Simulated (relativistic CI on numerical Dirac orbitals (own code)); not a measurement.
## Forbidden transitions in Ta XXXII

Method of calculation: Dirac-Coulomb-Breit CI, orbitals from a KLI potential per configuration, model QED, unscaled Slater integrals (own radial code, finite nucleus).

Configurations in the expansion (outside the closed core [Ar] 3d10): 4s²4p⁶4d⁶, 4s²4p⁵4d⁷, 4s²4p⁶4d⁵4f, 4s²4p⁴4d⁸, 4s4p⁶4d⁷, 4p⁶4d⁸, 4s4p⁶4d⁶4f, 4s²4p⁶4d⁵5s, 4s4p⁵4d⁸, 4s²4p⁶4d⁵5d, 4s²4p⁴4d⁷5s, 4s²4p⁶4d⁴5s², 4s²4p⁶4d⁵6s, 4s4p⁶4d⁶5s, 4p⁶4d⁷5s, 4s4p⁶4d⁵5s². Levels of other configurations are missing.

```tsv
λ vac (Å)	Lower	Upper	Type	A (s⁻¹)	log gf
391.28	4s²4p⁶4d⁶ ⁵D4 [1]	4s²4p⁶4d⁶ ³H4 [18]	M1	1.60e+03	-6.48
470.81	4s²4p⁶4d⁶ ⁵D4 [1]	4s²4p⁶4d⁶ ³F3 [15]	M1	5.85e+03	-5.87
493.87	4s²4p⁶4d⁶ ⁵D4 [1]	4s²4p⁶4d⁶ ¹G4 [14]	M1	5.07e+02	-6.78
520.41	4s²4p⁶4d⁶ ³P2 [2]	4s²4p⁶4d⁶ ³F3 [15]	M1	6.32e+03	-5.75
557.33	4s²4p⁶4d⁶ ³P2 [2]	4s²4p⁶4d⁶ ³P1 [13]	M1	3.33e+03	-6.33
558.70	4s²4p⁶4d⁶ ⁵D1 [6]	4s²4p⁶4d⁶ ³P1 [23]	M1	2.01e+04	-5.55
565.30	4s²4p⁶4d⁶ ³P2 [2]	4s²4p⁶4d⁶ ³D2 [12]	M1	4.02e+03	-6.02
591.19	4s²4p⁶4d⁶ ⁵D4 [5]	4s²4p⁶4d⁶ ³G3 [21]	M1	5.85e+03	-5.67
614.41	4s²4p⁶4d⁶ ⁵D4 [1]	4s²4p⁶4d⁶ ³G3 [10]	M1	1.51e+04	-5.22
620.78	4s²4p⁶4d⁶ ⁵D3 [4]	4s²4p⁶4d⁶ ³D3 [19]	M1	2.91e+04	-4.93
649.27	4s²4p⁶4d⁶ ⁵D4 [5]	4s²4p⁶4d⁶ ³H5 [20]	M1	1.98e+03	-5.86
671.20	4s²4p⁶4d⁶ ⁵D4 [5]	4s²4p⁶4d⁶ ³D3 [19]	M1	2.26e+04	-4.97
677.05	4s²4p⁶4d⁶ ³F2 [9]	4s²4p⁶4d⁶ ³F2 [24]	M1	1.88e+04	-5.19
696.00	4s²4p⁶4d⁶ ⁵D4 [1]	4s²4p⁶4d⁶ ³G5 [7]	M1	7.47e+03	-5.22
701.68	4s²4p⁶4d⁶ ³P2 [2]	4s²4p⁶4d⁶ ³G3 [10]	M1	3.67e+03	-5.72
702.59	4s²4p⁶4d⁶ ³G5 [7]	4s²4p⁶4d⁶ ¹I6 [22]	M1	7.65e+03	-5.13
717.74	4s²4p⁶4d⁶ ³H6 [8]	4s²4p⁶4d⁶ ¹I6 [22]	M1	1.76e+04	-4.75
719.15	4s²4p⁶4d⁶ ⁵D4 [5]	4s²4p⁶4d⁶ ³H4 [18]	M1	5.65e+04	-4.40
721.98	4s²4p⁶4d⁶ ³F2 [9]	4s²4p⁶4d⁶ ³P1 [23]	M1	7.39e+03	-5.76
728.64	4s²4p⁶4d⁶ ³P2 [2]	4s²4p⁶4d⁶ ³F2 [9]	M1	2.45e+04	-5.01
739.15	4s²4p⁶4d⁶ ³P0 [3]	4s²4p⁶4d⁶ ³P1 [13]	M1	1.42e+04	-5.46
780.13	4s²4p⁶4d⁶ ³F2 [9]	4s²4p⁶4d⁶ ³G3 [21]	M1	1.10e+04	-5.15
786.19	4s²4p⁶4d⁶ ⁵D3 [4]	4s²4p⁶4d⁶ ⁵D2 [16]	M1	5.83e+04	-4.57
788.27	4s²4p⁶4d⁶ ³G5 [7]	4s²4p⁶4d⁶ ³H5 [20]	M1	1.10e+04	-4.95
805.39	4s²4p⁶4d⁶ ⁵D1 [6]	4s²4p⁶4d⁶ ⁵D0 [17]	M1	9.07e+04	-5.05
807.40	4s²4p⁶4d⁶ ³H6 [8]	4s²4p⁶4d⁶ ³H5 [20]	M1	2.12e+04	-4.64
813.59	4s²4p⁶4d⁶ ³G3 [10]	4s²4p⁶4d⁶ ³G3 [21]	M1	1.82e+04	-4.90
858.23	4s²4p⁶4d⁶ ⁵D4 [1]	4s²4p⁶4d⁶ ⁵D4 [5]	M1	3.34e+04	-4.48
872.55	4s²4p⁶4d⁶ ⁵D1 [6]	4s²4p⁶4d⁶ ⁵D2 [16]	M1	1.66e+04	-5.02
893.72	4s²4p⁶4d⁶ ³G5 [7]	4s²4p⁶4d⁶ ³H4 [18]	M1	1.06e+04	-4.94
925.76	4s²4p⁶4d⁶ ³F2 [9]	4s²4p⁶4d⁶ ³D3 [19]	M1	8.46e+03	-5.12
957.69	4s²4p⁶4d⁶ ⁵D4 [1]	4s²4p⁶4d⁶ ⁵D3 [4]	M1	2.54e+04	-4.61
973.26	4s²4p⁶4d⁶ ³G3 [10]	4s²4p⁶4d⁶ ³D3 [19]	M1	2.18e+03	-5.67
975.23	4s²4p⁶4d⁶ ³P0 [11]	4s²4p⁶4d⁶ ³P1 [23]	M1	1.01e+04	-5.37
1011.6	4s²4p⁶4d⁶ ³D2 [12]	4s²4p⁶4d⁶ ³P1 [23]	M1	5.68e+03	-5.58
1033.5	4s²4p⁶4d⁶ ³P2 [2]	4s²4p⁶4d⁶ ⁵D1 [6]	M1	3.07e+04	-4.83
1038.2	4s²4p⁶4d⁶ ³P1 [13]	4s²4p⁶4d⁶ ³P1 [23]	M1	8.71e+03	-5.37
1077.4	4s²4p⁶4d⁶ ³G3 [10]	4s²4p⁶4d⁶ ³H4 [18]	M1	1.68e+03	-5.58
1078.5	4s²4p⁶4d⁶ ⁵D3 [4]	4s²4p⁶4d⁶ ³D2 [12]	M1	6.90e+03	-5.22
1163.3	4s²4p⁶4d⁶ ⁵D4 [5]	4s²4p⁶4d⁶ ¹G4 [14]	M1	1.18e+03	-5.66
1188.0	4s²4p⁶4d⁶ ³P2 [2]	4s²4p⁶4d⁶ ⁵D3 [4]	M1	6.68e+03	-5.00
1202.1	4s²4p⁶4d⁶ ¹G4 [14]	4s²4p⁶4d⁶ ³G3 [21]	M1	5.76e+03	-5.06
1469.4	4s²4p⁶4d⁶ ¹G4 [14]	4s²4p⁶4d⁶ ³H5 [20]	M1	2.74e+03	-5.01
1714.1	4s²4p⁶4d⁶ ⁵D3 [4]	4s²4p⁶4d⁶ ³G3 [10]	M1	9.49e+02	-5.53
1900.2	4s²4p⁶4d⁶ ³P0 [3]	4s²4p⁶4d⁶ ⁵D1 [6]	M1	2.27e+03	-5.43
```

Terms are leading LS components. Brackets give the number of a level in order of energy, since labels repeat. The list gives strong lines, with weight on those to low levels, among the lowest 200 of 2774 levels, so that lines to higher ones, which can be the strongest, are missing. Levels whose partners in the same complex of configurations lie outside the list can be far off, and so can their lines. Rates are taken at the computed energies, electric ones in the length gauge.

At this charge energies of transitions that change n are usually good to better than 1 %, and those within a shell (Δn = 0) to a few per cent. Terms inside the open d or f shell come out 10 to 20 % too wide with unscaled integrals.

LS names give the leading component of a level, which can be under half, so a name can repeat, a term be missing and a line seem to break the LS rules.
